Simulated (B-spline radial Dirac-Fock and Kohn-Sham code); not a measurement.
## Binding energies of Pt⁶⁵⁺ at several levels of theory

System: Pt⁶⁵⁺, [Ne] 3s2 3p1.

The density-functional columns are spherical, spin-unpolarised Dirac-Kohn-Sham results without Breit or QED terms: −ε is minus the orbital energy of the initial state and ΔSCF the difference of two total energies. The reference in the last column comes from Dirac-Fock ΔSCF + Breit + QED. All numbers are from a B-spline atomic structure program, in eV; a selection of levels is shown. For the 1s level of heavy atoms much of the gap between ΔSCF and the reference is the Breit and QED part, -411.4 eV here; for other levels the error of the functional can be larger.

```csv
level,LDA −ε,LDA ΔSCF,Dirac-Fock
K (1s),83869.5,84529.6,84124.3
L1 (2s),19104.1,19267.3,19298.9
L2 (2p1/2),18619.8,18819.0,18749.8
L3 (2p3/2),16842.5,17017.5,16988.9
M1 (3s),7785.9,7852.4,7829.5
"M2,3 (3p)",7292.0,7360.0,7350.1
```

Values without a named source are computed, but for edge energies of neutral atoms, which are taken from tables.
